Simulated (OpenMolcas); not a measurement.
Er2+ among 2 point charges of -1.5 e arranged as a linear pair (D∞h).

```json
{"Program": "OpenMolcas", "Method": "CASSCF", "Basis": "ANO-RCC-VDZP [7s6p4d2f1g]", "Scalar Hamiltonian": "DKH2, point nucleus", "Active space": "12 electrons in 7 orbitals (4f)", "State averaging": "2S+1 = 3 even, 21 roots; 2S+1 = 1 even, 27 roots kept (CI in the orbitals of an earlier block)", "Spin-orbit coupling": "state interaction with AMFI integrals over the reference wave functions"}
```

All point charges move together. At R = 2.69 Å the width of the lowest J multiplet is 2129 cm-1, and at R = 3.17 Å it is 1288 cm-1.

A third run gives 1727 cm-1. What distance was it run at?

With a power law R^-n the two known points give n = -ln(1288 / 2129) / ln(3.17 / 2.69) = 3.06. Then R = 2.69 × (2129 / 1727)^(1/3.06) = 2.880 Å. The run was at 2.88 Å, so the estimate is off by 0 Å.

This is an electrostatic model: the charges have no orbitals. No measured value stands beside these numbers.
